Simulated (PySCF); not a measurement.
In⁺: ionisation energy

In⁺ [Kr] 4d10 5s2 (1S) → In²⁺ [Kr] 4d10 5s1 (2S), as a difference of total energies. Calculation: PySCF 2.14, in cc-pVDZ-PP with ECP28MDF (4s3p2d, 23 functions); scalar relativity through the core potential. Correlated levels: valence: 4s2 4p6 4d10 frozen. The calculations carry no spin-orbit coupling.

```csv
method,ionisation energy (eV),error (eV)
UHF,17.011,-1.859
TPSS,18.764,-0.106
M06-2X,18.668,-0.202
MP2 (valence),17.575,-1.295
SCS-MP2 (valence),17.688,-1.182
CCSD (valence),17.869,-1.001
```

Reference: 18.870 eV (measured; NIST Atomic Spectra Database, ionization energies).

Errors of the correlated levels include the incompleteness of this basis and the frozen core.

With two correlated electrons CCSD is exact in that space.
